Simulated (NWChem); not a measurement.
System: Mg cation, doublet

Results from NWChem. Pople sets run with spherical d functions. Spin-unrestricted. No stability test was run on the SCF state. Fermi-contact couplings, non-relativistic, static geometry.

```tsv
level	A(iso) 25Mg atom 1 (MHz)	<S²>
UHF/def2-TZVP	[?]	0.750
BHandHLYP/def2-TZVP	-493	0.750
PBE0/6-31G*	-410	0.750
CAM-B3LYP/6-31G*	-426	0.750
```

### Question
Fill in the missing entries.

### Answer

- UHF/def2-TZVP, A(iso) 25Mg atom 1 (MHz): -452
